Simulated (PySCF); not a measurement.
Orbital picture of GeC

PBE at R = 1.801 Å; basis Ge 6-31G(d,p), C 6-31G(d,p); no relativity; PySCF 2.14. State: ³Π (triplet), unpaired electrons σ ↑, π ↑. Only the outer orbitals are listed, counted within each symmetry.

```csv
spin,orbital,occ.,ε (eV),on Ge (%),main shells (%)
α,8σ,1,-16.10,43,"54 C s, 32 Ge s, 8 Ge p"
α,9σ,1,-10.31,60,"53 Ge s, 28 C s, 12 C p"
α,4π,1,-6.67,37,"63 C p, 35 Ge p"
α,10σ,1,-6.48,45,"50 C p, 33 Ge p, 12 Ge s"
α,4π,1,-5.86,40,"60 C p, 39 Ge p"
α,5π,0,-2.76,67,"66 Ge p, 33 C p"
α,5π,0,-2.12,64,"62 Ge p, 36 C p"
α,11σ,0,0.86,102,"84 Ge p, 11 Ge s"
β,8σ,1,-14.71,53,"43 C s, 43 Ge s, 8 Ge p"
β,9σ,1,-9.02,66,"50 Ge s, 31 C s, 15 Ge p"
β,4π,1,-5.30,54,"53 Ge p, 46 C p"
β,4π,0,-4.97,60,"59 Ge p, 40 C p"
β,10σ,0,-4.48,36,"52 C p, 30 Ge p, 12 C s"
β,5π,0,-1.60,51,"49 C p, 48 Ge p"
```

**Question.** Which are the highest filled and the lowest empty level, where do they sit, and how wide is the gap?

**Answer.** Highest filled β 4π at -5.30 eV (in %: 53 Ge p, 46 C p); lowest empty β 4π at -4.97 eV (in %: 59 Ge p, 40 C p); the gap at PBE is 0.33 eV. Both belong to one degenerate shell, split only by its one-sided filling, so this is no excitation gap.

```json
{"bond order (Mayer)": "2.40", "⟨S²⟩": "2.019", "charge on Ge (Mulliken, basis-dependent)": "0.04", "charge on Ge (Löwdin, basis-dependent)": "0.08", "dipole moment (positive dipole means Ge(−)C(+))": "-1.37 D", "polarisability along the bond": "52.3 bohr³", "polarisability across the bond": "32.8 bohr³"}
```

Shares are Mulliken populations and can fall outside 0 to 100 %.

Spin–orbit coupling is left out. The state is the lowest determinant that a PBE0 search found; another state may lie lower at other levels.
